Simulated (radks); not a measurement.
Results of a calculation; reference values are marked as such.
Isoelectronic series with 13 electrons, all held in the configuration [Ne] 3s2 3p1, which need not be the ground one along the series. Level of theory: Dirac Kohn-Sham, BLYP, spin-unpolarised, spherical densities, finite nucleus; open shells are shared between the two j in proportion to 2j + 1; Fermi nuclear charge, rms radius of each element as measured or else 0.836 A^(1/3) + 0.57 fm (a radial shooting solver on a logarithmic mesh with Libxc functionals). Total energies (hartree) and mean radii <r> (bohr):

ion    E (hartree)   3p3/2   3p1/2   3s1/2   2p3/2
S3+     -396.74446   1.667   1.662   1.519  0.4416
Ar5+    -521.42797   1.285   1.280   1.219  0.3747
Ca7+    -663.81476   1.052   1.048   1.022  0.3254
Ti9+    -823.97687  0.8935  0.8890  0.8808  0.2876
Cr11+  -1002.00453  0.7777  0.7730  0.7748  0.2577
Fe13+  -1198.00243  0.6890  0.6842  0.6918  0.2334
Ni15+  -1412.08909  0.6187  0.6138  0.6249  0.2133
Zn17+  -1644.39547  0.5616  0.5565  0.5698  0.1964
Ge19+  -1895.06654  0.5143  0.5089  0.5235  0.1819
Se21+  -2164.26121  0.4743  0.4687  0.4840  0.1695
Kr23+  -2452.15167  0.4401  0.4342  0.4499  0.1586
Sr25+  -2758.92498  0.4104  0.4044  0.4202  0.1490
Zr27+  -3084.78311  0.3845  0.3782  0.3941  0.1404
Mo29+  -3429.94206  0.3617  0.3551  0.3709  0.1328
Ru31+  -3794.64003  0.3414  0.3345  0.3501  0.1260
Pd33+  -4179.12925  0.3232  0.3161  0.3314  0.1198
Cd35+  -4583.67945  0.3068  0.2994  0.3145  0.1142
Sn37+  -5008.58500  0.2920  0.2843  0.2991  0.1091
